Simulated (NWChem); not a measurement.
AlN$_{2}$H$_{5}$; SMILES [NH2][AlH][NH2]

```xyz
8

Al     0.0000     0.0000    -0.4903
H      0.0000     0.0000    -2.0747
N     -1.5438    -0.0001     0.3866
H     -2.4480     0.0029    -0.0712
H     -1.6712    -0.0036     1.3918
N      1.5438     0.0001     0.3866
H      1.6712     0.0036     1.3918
H      2.4480    -0.0029    -0.0712
```
Atoms are numbered in this order, from 1.

Program: NWChem. Coordinates come from a PBE0/def2-SVP optimisation. B3LYP is NWChem's, with the RPA form of VWN correlation. Vzz is the largest principal value of the second derivative of the potential at the nucleus (NWChem prints the opposite sign); η is the asymmetry. Non-relativistic.

```json
[
 {"level": "PBE/def2-SVP", "Vzz Al1 (a.u.)": "0.691", "η Al1": "0.05", "Vzz N6 (a.u.)": "-0.779", "η N6": "0.57"},
 {"level": "PBE/cc-pVTZ", "Vzz Al1 (a.u.)": "1.021", "η Al1": "0.11", "Vzz N6 (a.u.)": "-0.744", "η N6": "0.59"},
 {"level": "B3LYP/def2-SVP", "Vzz Al1 (a.u.)": "…", "η Al1": "0.02", "Vzz N6 (a.u.)": "…", "η N6": "0.59"},
 {"level": "B3LYP/cc-pVTZ", "Vzz Al1 (a.u.)": "1.072", "η Al1": "0.10", "Vzz N6 (a.u.)": "-0.776", "η N6": "0.61"}
]
```

**Question.** What belongs in the gaps?

**Answer.** 
- B3LYP/def2-SVP, Vzz Al1 (a.u.): 0.747
- B3LYP/def2-SVP, Vzz N6 (a.u.): -0.812
